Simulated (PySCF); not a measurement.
4,5-dihydro-1,3-oxazol-2-ylsilane (C3H7NOSi), SMILES C1N=C(OC1)[SiH3]. Atoms are numbered in the order given.

```xyz
13

Si     0.0032     2.1104     0.0000
C      0.0985     0.2201     0.0000
N      1.1753    -0.4665     0.0000
C      0.7749    -1.8773     0.0000
C     -0.7708    -1.8578     0.0000
O     -1.0927    -0.4466     0.0000
H     -0.7402     2.5569    -1.2136
H     -0.7402     2.5569     1.2136
H      1.3854     2.6565     0.0000
H      1.1977    -2.3815     0.8856
H      1.1977    -2.3815    -0.8856
H     -1.2230    -2.3125     0.8955
H     -1.2230    -2.3125    -0.8955
```

Geometry optimised at r2SCAN-D4/def2-SVP. The values are those of a single conformer.

The numbers are results of PBE/def2-TZVP (PySCF), not measurements.

The molecule is in vacuum.

### Question
Estimate the frontier levels, gap, dipole moment and polarisability. (An estimate is asked for; the answer gives what the named calculation found.)

### Answer

- highest occupied level = -5.96 eV
- lowest empty level = -1.30 eV
- orbital gap = 4.66 eV
- dipole moment = 1.64 D
- quadrupole, principal values (traceless, Buckingham form, about the centre of nuclear charge) = -8.63, -0.14, 8.76 D·Å
- mean static polarisability = 73.9 bohr³ (10.96 Å³)
- polarisability, principal values = 57.9, 70.1, 93.8 bohr³
